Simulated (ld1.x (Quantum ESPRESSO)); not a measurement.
**bismuth, TM: configuration errors across variants**

ld1.x (Quantum ESPRESSO) 7.5 input, shortened:

```
&input
   title='Bi', zed=83., rel=1, dft='PZ', iswitch=3,
   config='[Xe] 4f14 5d10 6s2 6p0 6d-2'
 /
 &inputp
   pseudotype=2, tm=.true., lloc=-2, rcloc=1.80,
   nlcc=.true., rcore=0.90
 /
3
6S  1  0   2.00   0.00  1.40  1.40  0.0
6P  2  1   0.00   0.00  2.15  2.15  0.0
6D  3  2  -2.00   0.25  2.25  2.25  0.0
 &test
   configts(1)='6s2 6p0'
 /
```

All-electron excitation energies from the reference (eV): (1) 6s2 6p3 -47.434; (2) 6s2 6p2 -39.280; (3) 6s2 6p1 -23.715; (4) 6s1 6p0 45.915; (5) 6s2 6p2.5 -44.226; (6) 6s1 6p3 -28.385; (7) 6s0 6p5 -26.712; (8) 6s2 6p3 spin -48.458; (9) 6s2 6p2 spin -39.832.

Spin tests fill each open shell by Hund’s rule, majority spin first.

4 further variants failed, have other tests or another functional or relativity, and are left out.

A true bound ghost makes a file unfit for plane-wave use even where its test errors are small: the radial tests pick states by their node count and pass the ghost by.

Errors AE − PS in meV (a dash: test not solved or not reliable):

```tsv
change	(1)	(2)	(3)	(4)	(5)	(6)	(7)	(8)	(9)	bound ghosts
base	-109	-73	-23	-184	-94	-66	-178	-97	-66	none
core correction none	+459	+290	+106	+204	+380	+316	+616	+678	+432	none
wave 6d channel at 0.25 Ry: rc 2.25 bohr becomes 6d channel at -0.01 Ry: rc 2.25 bohr	-109	-73	-23	-184	-94	-66	-178	-97	-66	none
wave 6p (bound): rc 2.15 bohr becomes 6p (bound): rc 1.90 bohr	-98	-68	-22	-184	-86	-48	-119	-87	-62	none
local potential all-electron potential smoothed inside 1.02 bohr (lloc = -2)	-161	-102	-31	-235	-135	-74	-185	-157	-99	s, p
wave 6d channel at 0.25 Ry: rc 2.25 bohr becomes 6d channel at 0.25 Ry: rc 3.08 bohr	-109	-73	-23	-184	-94	-66	-178	-97	-66	d
wave 6s (bound): rc 1.40 bohr becomes 6s (bound): rc 1.62 bohr	-109	-73	-23	-182	-94	-27	-47	-97	-67	none
```

Question: Give the same row for: local potential the p channel.

Answer: -146, -94, -29, -222, -123, -73, -187, -139, -89; bound ghosts: none.
